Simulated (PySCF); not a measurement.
Distorted geometries of [Pb(OH)3]−

[Pb(OH)3]− (singlet). PySCF 2.14.0, RKS r2SCAN, Pb def2-SVP with ECP60, O def2-SVP, H def2-SVP; non-relativistic Hamiltonian with scalar-relativistic core potentials where named; density fitting; no spin-orbit coupling. Relaxed geometry:

```xyz
7

Pb    0.0000    0.0002   -0.2427
O     1.7374   -0.2288    1.0889
H     1.4638    0.4773    1.6999
O    -0.6713    1.6178    1.0903
H    -1.1463    1.0271    1.7004
O    -1.0661   -1.3915    1.0881
H    -0.3174   -1.5082    1.6985
```

Q: Order these distorted geometries by energy above the relaxed one, lowest first.
A.
```xyz
7

Pb    0.0703   -0.1331   -0.2001
O     1.6026   -0.2047    0.8210
H     1.6771    0.4422    1.8741
O    -1.0236    1.6443    1.3000
H    -1.2173    1.1958    1.5525
O    -1.0061   -1.4311    1.1025
H    -0.1030   -1.5193    1.6736
```
B.
```xyz
7

Pb    0.1321    0.1277   -0.3234
O     1.4812    0.0092    1.0805
H     1.5100    0.4129    1.5066
O    -0.5389    1.5322    1.0958
H    -1.1523    0.9340    2.1489
O    -1.1001   -1.5565    0.9673
H    -0.3319   -1.4656    1.6478
```
C.
```xyz
7

Pb    0.0506    0.0512   -0.2307
O     1.6908   -0.2755    1.0824
H     1.4820    0.4570    1.6922
O    -0.6745    1.6312    1.0995
H    -1.1654    1.0732    1.7043
O    -1.0671   -1.4217    1.1099
H    -0.3162   -1.5214    1.6659
```

A: C (0.12 eV), B (13.50 eV), A (17.72 eV).

Q: Which forces (eV/Å) act in the one that lies 13.50 eV up?

A: 
```
Pb   -3.63  -1.34  -1.94
O     0.04 -63.61 -63.00
H     3.75  62.57  65.66
O    -3.49  -0.58   4.90
H     2.62   2.06  -4.76
O     2.45   1.12   0.67
H    -1.73  -0.22  -1.52
```
Forces carry noise of the integration grid, about 0.01 to 0.03 eV/Å.

No frequency check is given that shows the relaxed geometry to be a minimum.
